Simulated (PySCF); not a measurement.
Si(Cl)3(NH2) (Cl3H2NSi), SMILES N[Si](Cl)(Cl)Cl. Geometry: B3LYP-D3(BJ)/def2-SVP. The values are those of a single conformer.

The numbers are results of PySCF with B3LYP-D3(BJ)/def2-SVP, not measurements.

Harmonic wavenumbers (cm⁻¹): 101, 148, 203, 230, 254, 286, 325, 454, 593, 596, 831, 917, 1523, 3575, 3676. Rotational constants (GHz): 1.791, 1.713, 1.270; symmetry number 1.

Question: Work out the zero-point energy and the ideal-gas rigid-rotor harmonic-oscillator thermochemistry at 298.15 K and 1 atm.

Answer: ZPE = ½ Σ hcν = ½ × 13713 cm⁻¹ = 82.02 kJ/mol. H − E(el) = 103.68 kJ/mol. Entropy in J/(mol K): translation 171.27, rotation 120.51, vibration 69.56, total 361.35. G − E(el) = -4.06 kJ/mol. Cp = 105.02 J/(mol K). Modes under 150 cm⁻¹ make the vibrational entropy uncertain.
